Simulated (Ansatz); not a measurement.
System: AsF$_{3}$ (charge +1, doublet). SMILES of the parent species: F[As](F)F
Structure (B3LYP-D3(BJ)/def2-TZVP (Ansatz, a program for electronic structure) minimum search):
```xyz
4

F     -0.8812    -1.2699    -0.3512
As     0.0026    -0.0028     0.2837
F      1.5386    -0.1203    -0.3618
F     -0.6667     1.4004    -0.3271
```
Charge +1, spin multiplicity 2.

Question: Give the harmonic wavenumbers at B3LYP-D3(BJ)/def2-TZVP (Ansatz, finite differences of forces, unscaled).

Answer: 233, 233, 281, 748, 791, 791 cm⁻¹. Zero-point energy 4.4 kcal/mol.

Question: From these and the geometry, give the ideal-gas thermochemistry at 298.15 K and 1 atm (rigid rotor, harmonic oscillator).

Answer: Point group C3v, rotational symmetry number 3. Rotational constants 6.236, 6.236, 3.706 GHz. S(trans) 40.54, S(rot) 23.03, S(vib) 5.93, S(elec, spin only) 1.38, S 70.9 cal/(mol K). H(298) - H(0) 3.45 kcal/mol; G - E(el) -13.3 kcal/mol.
